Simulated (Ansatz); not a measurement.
`N=C([SiH3])[SeH]` + `C1C[SiH2]1` → `[SeH]C1C[SiH2]1` + `N=C[SiH3]`  (formal exchange of groups at the Se–C bond)

Computed with Ansatz on PBE0-D4/def2-TZVP structures; ΔE is electronic, products minus reactants. CBS: MP2 limit from def2 TZ/QZ plus the TZ coupled-cluster correction, frozen cores. Functionals use def2-TZVPP. B3LYP here is the variant with VWN-RPA as its local correlation; programs differ in this. For Se outer-core shells are correlated without core-valence functions, which leaves a few kJ/mol of doubt a bond. Scalar relativity is left out up to krypton. Each species was taken in one conformer, which may not be the lowest.

Q: Is it downhill or uphill in electronic energy at CCSD(T)/CBS, and by how much? (Best estimate.)

A: Computed: Uphill: ΔE = +6.0 kcal/mol.

Q: What do these levels give: r2SCAN-D4, B3LYP-D4, ωB97X-V, ωB97M-V, B2PLYP, PBE, B3LYP, HF/def2-TZVPP, MP2/def2-QZVPP, SCS-MP2/def2-QZVPP, HF/CBS(def2), MP2/CBS(def2)? (Best estimate.)

A: The calculation gave: r2SCAN-D4 9.5, B3LYP-D4 7.7, ωB97X-V 6.2, ωB97M-V 6.4, B2PLYP 7.0, PBE 9.2, B3LYP 7.5, HF/def2-TZVPP 3.7, MP2/def2-QZVPP 6.4, SCS-MP2/def2-QZVPP 5.6, HF/CBS(def2) 3.7, MP2/CBS(def2) 6.5 kcal/mol.

Largest T1 diagnostic among the species: 0.012.

From PBE to PBE0 (25 % exact exchange), in def2-TZVPP and without D4, ΔE moves by −1.5 kcal/mol. In def2-TZVPP, CCSD(T) changes the Hartree–Fock value by +2.2 kcal/mol (the triples alone add +0.6 kcal/mol) and MP2 by +2.7 kcal/mol.
